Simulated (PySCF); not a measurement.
H₂Si, charge +1, doublet, at a GFN2-xTB geometry (a state made from the parent by changing its charge; the spin is typed, not shown lowest); CASSCF(3,5)/cc-pVDZ run with PySCF.

Here is a job for PySCF.
```python
from pyscf import gto, scf, mcscf
import numpy

mol = gto.M(
    atom='''
Si   -0.00188956    0.07393088    0.00321608
H    -1.33266146   -0.55380383    0.02090851
H     1.35911528   -0.48122846   -0.06593367
''',
    basis='cc-pvdz',
    charge=1,
    spin=1,
    verbose=4,
)

mf = scf.ROHF(mol)
mf.kernel()
mc = mcscf.CASSCF(mf, 5, 3)
mc.fix_spin_(ss=0.75)
mc.conv_tol = 1e-5
mc.kernel()
occ = numpy.linalg.eigvalsh(mc.fcisolver.make_rdm1(mc.ci, mc.ncas, mc.nelecas))[::-1]
ss = mc.fcisolver.spin_square(mc.ci, mc.ncas, mc.nelecas)[0]
print('natural occupations', occ.round(4), ' <S^2>', round(ss, 4))
```

The log (banner, timings and long lists left out):

```
PySCF version 2.14.0

[INPUT] verbose = 4
[INPUT] num. atoms = 3
[INPUT] num. electrons = 15
[INPUT] charge = 1
[INPUT] spin (= nelec alpha-beta = 2S) = 1
[INPUT] symmetry False subgroup None
[INPUT] Mole.unit = angstrom
[INPUT] Symbol           X                Y                Z      unit          X                Y                Z       unit  Magmom
[INPUT]  1 Si    -0.001889560000   0.073930880000   0.003216080000 AA   -0.003570750896   0.139709115348   0.006077510395 Bohr   0.0
[INPUT]  2 H     -1.332661460000  -0.553803830000   0.020908510000 AA   -2.518365176163  -1.046537565435   0.039511357573 Bohr   0.0
[INPUT]  3 H      1.359115280000  -0.481228460000  -0.065933670000 AA    2.568355650912  -0.909389992746  -0.124596578687 Bohr   0.0

nuclear repulsion = 10.2656951259199
number of shells = 11
number of NR pGTOs = 55
number of NR cGTOs = 28
basis = cc-pvdz
ecp = {}

******** <class 'pyscf.scf.rohf.ROHF'> ********
method = ROHF
initial guess = minao
damping factor = 0
level_shift factor = 0
DIIS = <class 'pyscf.scf.diis.CDIIS'>
diis_start_cycle = 1
diis_space = 8
diis_damp = 0
SCF conv_tol = 1e-09
SCF conv_tol_grad = None
SCF max_cycles = 50
direct_scf = True
direct_scf_tol = 1e-13
num. doubly occ = 7  num. singly occ = 1
Set gradient conv threshold to 3.16228e-05
init E= -289.725965253986
  HOMO = -0.140439010827873  LUMO = -0.0720152412164898  gap/eV = 1.86191
cycle= 1 E= -289.67477401393  delta_E= 0.0512  |g|= 0.256  |ddm|= 0.941
  HOMO = -0.482222805918429  LUMO = -0.296954016674079  gap/eV = 5.04142
cycle= 2 E= -289.721311411774  delta_E= -0.0465  |g|= 0.0471  |ddm|= 0.47
  HOMO = -0.428791115406193  LUMO = -0.248437552366252  gap/eV = 4.90767
cycle= 3 E= -289.723528799204  delta_E= -0.00222  |g|= 0.0122  |ddm|= 0.0604
  HOMO = -0.428780428332802  LUMO = -0.247956441809245  gap/eV = 4.92047
cycle= 4 E= -289.723787406611  delta_E= -0.000259  |g|= 0.00249  |ddm|= 0.0246
  HOMO = -0.428514809307097  LUMO = -0.248292844446426  gap/eV = 4.90409
cycle= 5 E= -289.723800638054  delta_E= -1.32e-05  |g|= 0.000381  |ddm|= 0.00586
  HOMO = -0.428634187605445  LUMO = -0.248293441841132  gap/eV = 4.90732
cycle= 6 E= -289.723800867745  delta_E= -2.3e-07  |g|= 4.95e-05  |ddm|= 0.00102
  HOMO = -0.428595680416038  LUMO = -0.248279052721061  gap/eV = 4.90667
cycle= 7 E= -289.723800870005  delta_E= -2.26e-09  |g|= 6.22e-06  |ddm|= 9.92e-05
  HOMO = -0.428596693650919  LUMO = -0.248278570923278  gap/eV = 4.90671
cycle= 8 E= -289.72380087004  delta_E= -3.5e-11  |g|= 6.97e-07  |ddm|= 1.3e-05
  HOMO = -0.428596208900123  LUMO = -0.248278478417078  gap/eV = 4.90670
Extra cycle  E= -289.72380087004  delta_E= -3.98e-13  |g|= 1.77e-07  |ddm|= 8.56e-07
converged SCF energy = -289.72380087004

******** <class 'pyscf.mcscf.mc1step.CASSCF'> ********
CAS (2e+1e, 5o), ncore = 6, nvir = 17
max_cycle_macro = 50
max_cycle_micro = 4
conv_tol = 1e-05
conv_tol_grad = None
orbital rotation max_stepsize = 0.02
orbital rotation threshold for CI restart = 0.01
augmented hessian ah_max_cycle = 30
augmented hessian ah_conv_tol = 1e-12
augmented hessian ah_linear dependence = 1e-14
augmented hessian ah_level shift = 1e-08
augmented hessian ah_start_tol = 2.5
augmented hessian ah_start_cycle = 3
augmented hessian ah_grad_trust_region = 3
kf_trust_region = 3
kf_interval = 4
ci_response_space = 4
ci_grad_trust_region = 3
with_dep4 0
natorb = False
canonicalization = True
sorting_mo_energy = False
ao2mo_level = 2
internal_rotation = False
******** <class 'pyscf.fci.addons.SpinPenaltyFCISolver'> ********
max. cycles = 50
conv_tol = 1e-08
davidson only = True
linear dependence = 1e-12
level shift = 0.001
max iter space = 12
nroots = 1
pspace_size = 400
spin = None
CASCI E = -289.729998745901  S^2 = 0.7500000
Set conv_tol_grad to 0.00316228
macro iter   1 ( 21 JK    4 micro), CASSCF E = -289.737762863717  dE = -7.76411782e-03  S^2 = 0.7500000
               |grad[o]|=0.0171  |grad[c]|=0.0106  |ddm|=0.0155  |maxRot[o]|=0.292
macro iter   2 ( 21 JK    4 micro), CASSCF E = -289.738845189942  dE = -1.08232623e-03  S^2 = 0.7500000
               |grad[o]|=0.0107  |grad[c]|=0.00143  |ddm|=0.00173  |maxRot[o]|=0.313
macro iter   3 ( 19 JK    4 micro), CASSCF E = -289.739397205574  dE = -5.52015632e-04  S^2 = 0.7500000
               |grad[o]|=0.00652  |grad[c]|=0.00283  |ddm|=0.00263  |maxRot[o]|=0.275
macro iter   4 (  3 JK    1 micro), CASSCF E = -289.739400945116  dE = -3.73954151e-06  S^2 = 0.7500000
               |grad[o]|=0.000503  |grad[c]|=0.000754  |ddm|=0.000329  |maxRot[o]|= 0.02
macro iter   5 (  3 JK    1 micro), CASSCF E = -289.739401629973  dE = -6.84857469e-07  S^2 = 0.7500000
               |grad[o]|=0.000309  |grad[c]|=0.000226  |ddm|=0.000102  |maxRot[o]|=0.006
1-step CASSCF converged in   5 macro ( 67 JK  14 micro) steps
CASSCF canonicalization
Density matrix diagonal elements [1.97560356e+00 9.98708137e-01 1.16046029e-03 1.69472287e-02
 7.58061040e-03]
CASSCF energy = -289.739401629973
CASCI E = -289.739401629973  E(CI) = -3.28872725815114  S^2 = 0.7500000
natural occupations [1.9756e+00 9.9870e-01 1.6900e-02 7.5000e-03 1.2000e-03]  <S^2> 0.75
```
